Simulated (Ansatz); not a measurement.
```xyz
2

Fe    0.0000    0.0000    0.0000
S     0.0000    0.0000    2.0400
```

Basis set: pcseg-2 (spherical functions). Charge 0, multiplicity 5.

Computed with Ansatz (development build ahead of 0.2.0); each method stands on the lowest determinant of its kind that the runs found.

The atomization energy at this shape (free ground-state atoms in the same class of orbitals less the molecule, no zero-point energy) of quintet FeS:

```
              method  atomization energy
ωB97X (unrestricted)             3.17 eV
```

Problem. What does UHF give?

Solution. 0.90 eV. Caution: another spin multiplicity may lie lower. Caution for UHF: the unrestricted determinant is a mixture of spin states.

The shape needn't be a minimum at these levels.
